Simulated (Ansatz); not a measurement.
Reactions of `[SiH3][CH]1[S][GeH2]1`.

Computed with Ansatz on PBE0-D4/def2-TZVP structures; ΔE is electronic, products minus reactants. CBS: MP2 limit from def2 TZ/QZ plus the TZ coupled-cluster correction, frozen cores. This one scheme is used for every species, atoms too. Functionals use def2-TZVPP. Open shells (•) are unrestricted, without spin–orbit coupling. Spin–orbit coupling would lower the free atoms: a little for C, S, Si; clearly for Ge. def2 core potentials past Kr. For Ge, In outer-core shells are correlated without core-valence functions, so the limit isn't a true one: a few kJ/mol of doubt a bond, and 10 to 20 or more in all where bonds break to atoms. Scalar relativity is left out up to krypton. Each species was taken in one conformer, which may not be the lowest.

```json
{"reaction": "`[SiH3][CH]1[S][GeH2]1` + `C[O][In]([OH])[OH]` → `C[O][In]([OH])[O][SiH3]` + `[CH2]1[S][GeH2]1`", "r2SCAN-D4 (kJ/mol)": "-90"}
{"reaction": "`[SiH3][CH]1[S][GeH2]1` + `CBS` → `CBS[SiH3]` + `[CH2]1[S][GeH2]1`", "r2SCAN-D4 (kJ/mol)": "-42"}
{"reaction": "`[SiH3][CH]1[S][GeH2]1` → `C1[SiH2][GeH2][S]1`", "r2SCAN-D4 (kJ/mol)": "-71"}
{"reaction": "`[SiH3][CH]1[S][GeH2]1` + `[OH][GeH2][O][SiH3]` → `[SiH3][O][GeH2][O][SiH3]` + `[CH2]1[S][GeH2]1`", "r2SCAN-D4 (kJ/mol)": "-88"}
{"reaction": "`[SiH3][CH]1[S][GeH2]1` → `[CH2]1[S][GeH2]1` + `[SiH2]`", "r2SCAN-D4 (kJ/mol)": "265"}
{"reaction": "`[SiH3][CH]1[S][GeH2]1` → C• + Ge• + 6 H• + S• + Si•", "r2SCAN-D4 (kJ/mol)": "3092"}
{"reaction": "`[SiH3][CH]1[S][GeH2]1` + `NCCO` → `OCCN[SiH3]` + `[CH2]1[S][GeH2]1`", "r2SCAN-D4 (kJ/mol)": "-36"}
{"reaction": "`[SiH3][CH]1[S][GeH2]1` + H₂O → `O[CH]1[S][GeH2]1` + SiH₄", "r2SCAN-D4 (kJ/mol)": "96"}
{"reaction": "`[SiH3][CH]1[S][GeH2]1` + H–F → `F[CH]1[S][GeH2]1` + SiH₄", "r2SCAN-D4 (kJ/mol)": "89"}
{"reaction": "`[SiH3][CH]1[S][GeH2]1` → `[CH2]1[SiH2][S][GeH2]1`", "r2SCAN-D4 (kJ/mol)": "-178"}
```

**Question.** Give the CCSD(T)/CBS values in the same order. (An estimate is asked.)

**Answer.** Computed: -89, -37, -63, -87, 250, 3095, -31, 113, 114, -173 kJ/mol.

Largest T1 diagnostic: 0.017, for `C[O][In]([OH])[OH]`.
